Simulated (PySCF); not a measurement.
**Germanium: a sound run and one with changed settings**

Sound run: Ge⁺ [Ar] 3d10 4s2 4p1, Ge²⁺ [Ar] 3d10 4s2. All numbers are calculated (PySCF 2.14, scalar relativity by spin-free X2C-1e, in cc-pVTZ-DK (6s5p3d1f, 43 functions)). In the sound run the correlated levels freeze [Ar] 3d10. The sound run starts from symmetry-adapted Hartree-Fock orbitals and uses a fine grid where one is needed.

Changed run: a valence shell is frozen. This setting is unsound on purpose.

Ionisation energy of Ge⁺:

```csv
method,sound run (eV),changed run (eV)
UHF,15.246,15.246
MP2,15.483,15.246
SCS-MP2,15.470,15.246
CCSD,15.555,15.246
CCSD(T),15.576,15.246
CCSDT,n/a,15.246
FCI,n/a,15.246
```

Freezing a valence shell removes pair correlation that changes on ionisation.

For comparison, NIST gives 15.935 eV between the lowest levels.
